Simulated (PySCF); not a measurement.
CH8O2Si2, SMILES C[Si](O)(O)[SiH3].

Geometry optimised at PBE0-D3(BJ)/def2-SVP. This is a generated structure with no PubChem entry under its InChIKey; it may be hypothetical. One conformer was computed; it need not be the lowest.

Two levels are set side by side: TDA-PBE/def2-SVPD (PySCF) and TDA-CAM-B3LYP/def2-SVPD (PySCF). Vertical, same geometry. The lowest singlet is HOMO→LUMO 97 % with PBE and HOMO→LUMO 76 %, HOMO→LUMO+1 12 % with the other functional; states are paired by order. Differences are taken from unrounded values.

```json
[
 {"quantity": "lowest singlet excitation (eV)", "TDA-CAM-B3LYP": "6.68", "TDA-PBE": "5.70", "TDA-PBE minus TDA-CAM-B3LYP": "-0.98"},
 {"quantity": "lowest triplet excitation (TDA) (eV)", "TDA-CAM-B3LYP": "6.08", "TDA-PBE": "5.43", "TDA-PBE minus TDA-CAM-B3LYP": "-0.65"},
 {"quantity": "first bright state (f over 0.05) (eV)", "TDA-CAM-B3LYP": "7.19", "TDA-PBE": "6.32", "TDA-PBE minus TDA-CAM-B3LYP": "-0.87"},
 {"quantity": "its oscillator strength", "TDA-CAM-B3LYP": "0.12", "TDA-PBE": "0.07", "TDA-PBE minus TDA-CAM-B3LYP": "-0.05"}
]
```

Functionals without exact exchange tend to place singlet excitations lower, as here. Differences between two approximate levels are no errors against the true value.

Rough cost on one machine, each run with all the roots and properties that it gave: TDA-CAM-B3LYP against TDA-PBE about 4 times.
